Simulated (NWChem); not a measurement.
Atomisation of AuCl

```
Au
Cl 1 2.2530
```
Charge 0, spin multiplicity 1.

All runs are NWChem calculations. All single points use one geometry, from PBE0/def2-SVP with def2 effective core potentials on Au, a minimum by its harmonic frequencies.

Basis set: def2-TZVP. The atomisation energy is electronic alone: no zero-point, thermal, spin-orbit or counterpoise terms. No value is extrapolated to the basis-set limit. Free atoms are single determinants with multiplicities Au 2, Cl 2.

Effective core potentials replace the inner electrons of Au; spin-orbit coupling is left out. B3LYP has NWChem's definition, with VWN1-RPA local correlation. The structure started from a generated list of species. No SCF solution was tested for a lower state. Open-shell Hartree-Fock references start from PBE0 orbitals.

Problem. Order these methods by the atomisation energy they give, lowest first: HF, B3LYP, PBE0, BHandHLYP.

Solution. HF (37.4 kcal/mol), BHandHLYP (56.9 kcal/mol), B3LYP (61.1 kcal/mol), PBE0 (64.9 kcal/mol)
